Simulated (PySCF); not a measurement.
## Bi²⁺: interval between two levels

Bi²⁺ [Xe] 4f14 5d10 6s2 6p1 [2P3/2, M_J = 3/2] → Bi²⁺ [Xe] 4f14 5d10 6s1 6p2 [4P5/2, M_J = 5/2], as a difference of total energies. Calculation: PySCF 2.14, in x2c-SVPall-2c with one added diffuse shell each of s, p type (8s12p7d2f, 93 functions); the two-component X2C-1e Hamiltonian. Correlated levels: [Kr] 4d10 4f14 frozen; the 22 highest virtual spinors dropped. "Screened" scales the spin-orbit matrix elements by Boettger's factors to mimic the two-electron term; Breit and QED terms are absent.

```json
{"method": "GHF (spin-free)", "interval between two levels (cm⁻¹)": "63727"}
{"method": "GMP2 (spin-free)", "interval between two levels (cm⁻¹)": "76939"}
{"method": "GHF (screened spin-orbit)", "interval between two levels (cm⁻¹)": "58644"}
{"method": "GMP2 (screened spin-orbit)", "interval between two levels (cm⁻¹)": "71065"}
```

The labels give the starting determinants; with spin-orbit coupling the two ends relaxed to ⟨J²⟩ = 3.76, ⟨L²⟩ = 2.20, ⟨S²⟩ = 0.95 and ⟨J²⟩ = 8.76, ⟨L²⟩ = 2.82, ⟨S²⟩ = 3.50.
